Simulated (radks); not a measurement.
Results of a calculation; reference values are marked as such.
Problem. The mercury ion Hg2+, [Xe] 4f14 5d10. Level of theory: non-relativistic Kohn-Sham, r2SCAN, spin-polarised, spherical densities, point nucleus; meta-GGA in the generalised Kohn-Sham scheme (a radial shooting solver on a logarithmic mesh with Libxc functionals). Every spin shell is full or empty, so the densities are truly spherical. Functionals are evaluated on that one density, not self-consistently. Rank these orbital-free kinetic functionals by their error against the exact value of the orbitals, and give that value: Thomas-Fermi, von Weizsacker, TF + vW, TF + vW/9, TF + vW/5, LC94, APBEK, revAPBEK, Thakkar, Pearson, LKT, PG1, DePristo-Kress, Ernzerhof.

Solution. Exact: 18408.1 hartree. From best to worst, with 100 (|E| - |E exact|)/|E exact| (equal figures are ties): LC94 +0.02, APBEK +0.05, revAPBEK +0.19, DePristo-Kress -0.19, Ernzerhof -0.47, TF + vW/9 -0.68, Thakkar -0.78, Pearson -0.83, TF + vW/5 +2.47, Thomas-Fermi -4.61, PG1 +12.42, LKT +15.93, TF + vW +30.81, von Weizsacker -64.58.
